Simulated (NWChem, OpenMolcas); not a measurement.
How basis sets differ on AlSiH5O2 (SMILES O[SiH2][O][AlH2])

AlSiH5O2: 9 atoms, total charge 0, spin state singlet. As SMILES, `O[SiH2][O][AlH2]`. Geometry: relaxed at PBE0-D4/def2-TZVP. This is one conformer, not always the lowest.

```xyz
9

O    -0.7951    1.8294   -0.8982
Si    0.1730    1.1967    0.2669
O     0.2508   -0.4189    0.1977
Al    0.3257   -2.0805   -0.0606
H    -1.7408    1.7058   -0.8109
H     1.5061    1.7828    0.0050
H    -0.3373    1.5649    1.6142
H    -0.9595   -2.7957   -0.6368
H     1.6656   -2.8306    0.3054
```

Each level gives the dipole moment (D). The values are calculated.

```json
{"level": "HF/ANO-RCC-MB (DKH2)", "kind": "Hartree–Fock", "program": "OpenMolcas", "value (D)": "1.57", "CPU time": "5.1 s"}
{"level": "HF/STO-3G", "kind": "Hartree–Fock", "program": "NWChem", "value (D)": "1.37", "CPU time": "2.1 s"}
{"level": "HF/3-21G", "kind": "Hartree–Fock", "program": "OpenMolcas", "value (D)": "1.88", "CPU time": "4.1 s"}
{"level": "HF/ANO-R1 (sfX2C, RICD fitting)", "kind": "Hartree–Fock", "program": "OpenMolcas", "value (D)": "1.66", "CPU time": "4.3 s"}
{"level": "HF/cc-pVDZ", "kind": "Hartree–Fock", "program": "OpenMolcas", "value (D)": "1.59", "CPU time": "14 s"}
```

The values span 1.37 to 1.88 D. Magnitudes only. Sets without polarisation functions give poor dipoles. CPU times are rough (shared hosts, several kinds of processor and program).
